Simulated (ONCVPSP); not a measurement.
## Before and after: ONCV potential for Tc (Z = 43)

Tc (Z = 43), optimised norm-conserving Vanderbilt (ONCV), made with ONCVPSP 4.0.1 (PBE, scalar-relativistic). Core [Kr], reference 4d5 5s2. Waves: 5s: rc 2.25 bohr, ncon 5, nbas 9, qcut 2.5 1/bohr, 2 projectors, debl 2.4 Ha; p scattering state at 0.27 Ha: rc 2.40 bohr, ncon 3, nbas 8, qcut 3.5 1/bohr, 3 projectors, debl 0.4 Ha; 4d: rc 2.15 bohr, ncon 4, nbas 9, qcut 5.9 1/bohr, 3 projectors, debl 1.3 Ha. Local part: polynomial inside 1.50 bohr (lpopt 5, dvloc0 4 Ha). Core correction: Teter function fitted to the true core (icmod 2), fcfact 0.75.

All-electron outer shells of the reference configuration (PBE, scalar-relativistic, ld1.x):

| shell | level (eV) | outermost node (bohr) | outermost maximum (bohr) |
| --- | --- | --- | --- |
| 4p | -45.34 | 0.51 | 1.03 |
| 4d | -6.66 | 0.50 | 1.27 |
| 5s | -5.04 | 1.28 | 2.72 |

Change: local potential polynomial inside 1.50 bohr (lpopt 5, dvloc0 2.5 Ha).

Cutoffs: the cutoffs (Ha) at which the residual kinetic energy of the hardest occupied pseudo-wave falls to 1 and 0.1 mHa per electron; they do not see the model core or the augmentation charge, which bear on the density cutoff. Errors are all-electron minus pseudo energies relative to the spin-unpolarised reference configuration.

**Question.** What does the change do?

**Answer.** The potential gets neither clearly harder nor softer (33 Ha and 44 Ha → 33 Ha and 44 Ha); both files keep a bound ghost (p); the lowest positive-energy flag moves from s at 40.5 eV to s at 23.6 eV; of the 4 tests that both files solve, the error grows in 0 and shrinks in 1 by more than 15 % and 0.3 meV (median size 31.7 → 30.5 meV).

```tsv
quantity	base	changed
cutoff, loose	33 Ha	33 Ha
cutoff, tight	44 Ha	44 Ha
bound ghosts	p	p
GHOST(+) flags under 300 eV	s at 40.5 eV	s at 23.6 eV
error for 4d5 5s1, meV [ΔE 8.15 eV]	-1.6	-1.3
error for 4d5 5s0, meV [ΔE 23.01 eV]	-3.8	-3.8
error for 4d4 5s0, meV [ΔE 51.71 eV]	-72	-72
error for 4d4 5s2, meV [ΔE 11.64 eV]	-60	-57
s: phases at 2.28 bohr within 0.05 rad from the reference energy up to (Ha; the scan ends near 5)	1.4	0.7
p: phases at 2.43 bohr within 0.05 rad from the reference energy up to (Ha; the scan ends near 5)	3.9	3.4
d: phases at 2.18 bohr within 0.05 rad from the reference energy up to (Ha; the scan ends near 5)	to the end of the scan	to the end of the scan
rms error of d²Exc/dni dnj with the model core, mHa	1.14	1.14
```

 A true bound ghost makes a file unfit for plane-wave use even where its test errors are small: the radial tests pick states by their node count and pass the ghost by.
